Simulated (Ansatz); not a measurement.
Cost and result for the atomization energy of `[SiH2]/C=C/[SiH2]Cl` radical (11 atoms, 10 bonds).

Z-matrix (Å, degrees):
```
Si
Cl 1 2.062
C 1 1.849 2 110.3
H 1 1.483 2 106.4 3 121.5
H 1 1.483 2 108.4 3 -119.3
C 3 1.348 1 122.3 2 -118.8
H 3 1.090 1 118.8 2 62.1
Si 6 1.835 3 124.4 1 177.7
H 6 1.091 3 118.3 1 1.9
H 8 1.485 6 112.7 3 19.7
H 8 1.485 6 113.9 3 150.5
```

Charge 0, multiplicity 2. The geometry is a stationary point of PBE0-D4/def2-TZVP. It is one conformer, not always the lowest. Program: Ansatz. All runs use 2 threads of an AMD EPYC 7R13 on a shared host and a share of an NVIDIA H100 80 GB. Times are those of one run each, without the atoms' runs, and a repeat can differ threefold. Electronic energies, without spin–orbit coupling; frozen cores. CCSD(T)/CBS adds CCSD(T) − MP2 in def2-TZVPP to the MP2 limit, and its time is that of the two runs behind it. T1 = 0.026; ⟨S²⟩ of the reference is 0.91.

CCSD(T)/CBS is a level of theory with its own doubt, some kJ/mol a heavy atom from the limit and from the frozen cores, so smaller differences don't rank the functionals.

```tsv
level	functions	wall time
PBE0-D4/def2-TZVPP	272	9.5 s
r2SCAN-D4/def2-TZVPP (with forces)	272	10 s
B97M-V/def2-TZVPP	272	11 s
r2SCANh-D4/def2-TZVPP	272	12 s
B2PLYP/def2-TZVPP	272	12 s
revPBE-D4/def2-TZVPP	272	12 s
PBE-D4/def2-TZVPP (with forces)	272	14 s
ωB97X-V/def2-TZVPP	272	17 s
CCSD(T)/def2-SVP	112	20 s
CCSD(T)/def2-TZVPP	272	21 s
CAM-B3LYP-D4/def2-TZVPP	272	22 s
MP2/def2-QZVPP	504	33 s
CCSD(T)/CBS(def2)	–	54 s
```

Q: What atomization energy does each give, and how far from CCSD(T)/CBS? (Estimate.)

A: Ansatz gave: 
```csv
level,atomization (kJ/mol),difference from CCSD(T)/CBS,per bond
PBE0-D4/def2-TZVPP,3802.2,14.4,1.4
r2SCAN-D4/def2-TZVPP (with forces),3821.5,33.7,3.4
B97M-V/def2-TZVPP,3824.5,36.7,3.7
r2SCANh-D4/def2-TZVPP,3803.7,15.9,1.6
B2PLYP/def2-TZVPP,3743.1,-44.7,-4.5
revPBE-D4/def2-TZVPP,3771.0,-16.8,-1.7
PBE-D4/def2-TZVPP (with forces),3840.9,53.1,5.3
ωB97X-V/def2-TZVPP,3807.6,19.8,2.0
CCSD(T)/def2-SVP,3562.0,-225.8,-22.6
CCSD(T)/def2-TZVPP,3688.9,-98.9,-9.9
CAM-B3LYP-D4/def2-TZVPP,3797.9,10.1,1.0
MP2/def2-QZVPP,3769.3,-18.5,-1.8
CCSD(T)/CBS(def2),3787.8,0.0,0.0
```

From BLYP to BHLYP (50 % exact exchange), in def2-TZVPP and without D4, the atomization energy moves by −24.6 kJ/mol: exact exchange takes away binding that semilocal exchange gives to molecules. The D4 term adds +46.5 kJ/mol with B3LYP and +24.5 kJ/mol with PBE0; it sums over pairs of atoms, weighted by their polarisabilities, and B3LYP, whose exchange is more repulsive, gets the larger term. In def2-TZVPP, CCSD(T) changes the Hartree–Fock value by +814.1 kJ/mol (the triples alone add +52.8 kJ/mol) and MP2 by +835.6 kJ/mol; breaking electron pairs costs correlation energy, which Hartree–Fock lacks.

B3LYP here is the variant with VWN-RPA as its local correlation; programs differ in this.
